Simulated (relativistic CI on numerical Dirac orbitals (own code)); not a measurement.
**Ag3+: L2,3 absorption edge**

Computed with this model: Dirac-Coulomb-Breit CI, KLI orbitals optimised for each configuration, model QED (radiative potential, 1s self-energy scaled to tabulated hydrogen-like ionisation energies), multiplet model of core-to-valence dipole absorption, unscaled Slater integrals; configurations [Kr] 4d8 → [He] 2s2 2p5 3s2 3p6 3d10 4s2 4p6 4d9; 80 K; Lorentzian 0.96 eV and Gaussian 0.5 eV FWHM. Energies are those of the free ion, without screening or charge transfer. The branching ratio is the share of the lower-energy edge in the whole absorption, uncertain by about 0.02 where the edges overlap. S is read from ⟨S²⟩ = S(S + 1).

Field parameters in Wybourne normalisation: Oh B⁴₀ = 21Dq, B⁴₄ = √(5/14) B⁴₀. The field is a parameter set, without covalency.

Case Oh, 10Dq = 28550 cm⁻¹, the dichroism is that of the ground state at zero temperature, magnetised by exchange field 10 meV on Sz. The dichroism I(Δm = −1) − I(Δm = +1), over the sum of the three polarisations, integrates to -0.1589 on the lower edge and 0.0841 on the upper edge. The branching ratio is 0.741.

Q: Use the orbital sum rule with 2 holes to get ⟨Lz⟩.

A: For a p → d edge ⟨Lz⟩ = 2 × n_h × (sum of both integrals) in this sign convention = -0.30; the ground state itself has ⟨Lz⟩ = -0.26 and ⟨Sz⟩ = -0.99. The rule assumes one radial integral for both edges, which relativistic orbitals only approach.
